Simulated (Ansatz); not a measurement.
Ligand exchange: NaBr + C2H9NSi → NaNH2 + C2H7BrSi

Gas-phase species: NaBr, singlet; C2H9NSi `CC[SiH2]N`, singlet; NaNH2 `[NH2][Na]`, singlet; C2H7BrSi `CC[SiH2]Br`, singlet. The partners trade Br for NH2: Na–Br and Si–NH2 bonds give way to Na–NH2 and Si–Br.

Shapes, held fixed at every level: PBE0-D4/def2-TZVP. Flexible molecules stand in one conformer, not always the lowest. Programs: Ansatz 0.2.0. The zero-point and thermal change to 298 K, harmonic and unscaled (PBE0-D4/def2-TZVP), is -6.9 kJ/mol.

**Question.** Estimate ΔH(298 K) of this reaction.

**Answer.** The highest level, CCSD(T)/def2-TZVPP, gives ΔH(298 K) = +186.4 kJ/mol; the levels span +171.1 to +226.5. The column of differences is taken from that level and isn't an error. No measured value is set beside it here. Relativity is left out for Br. Outer-core shells of Br, Na are correlated, in sets that cover them unevenly.

```json
{"level": "HF/def2-TZVPP", "kind": "Hartree–Fock", "ΔH(298 K) (kJ/mol)": "+226.5", "less CCSD(T)/def2-TZVPP": "+40.1"}
{"level": "PBE-D4/def2-TZVPP", "kind": "GGA", "ΔH(298 K) (kJ/mol)": "+171.1", "less CCSD(T)/def2-TZVPP": "-15.3"}
{"level": "r2SCAN-D4/def2-TZVPP", "kind": "meta-GGA", "ΔH(298 K) (kJ/mol)": "+188.2", "less CCSD(T)/def2-TZVPP": "+1.8"}
{"level": "wB97M-V/def2-TZVPP", "kind": "range-separated hybrid", "ΔH(298 K) (kJ/mol)": "+188.3", "less CCSD(T)/def2-TZVPP": "+1.9"}
{"level": "wB97X-V/def2-TZVPP", "kind": "range-separated hybrid", "ΔH(298 K) (kJ/mol)": "+191.6", "less CCSD(T)/def2-TZVPP": "+5.2"}
{"level": "B2PLYP/def2-TZVPP", "kind": "double hybrid", "ΔH(298 K) (kJ/mol)": "+187.0", "less CCSD(T)/def2-TZVPP": "+0.6"}
{"level": "CCSD/def2-SVP", "kind": "coupled cluster or CI", "ΔH(298 K) (kJ/mol)": "+204.7", "less CCSD(T)/def2-TZVPP": "+18.3"}
{"level": "CCSD(T)/def2-TZVPP", "kind": "coupled cluster or CI", "ΔH(298 K) (kJ/mol)": "+186.4", "less CCSD(T)/def2-TZVPP": "0.0"}
```
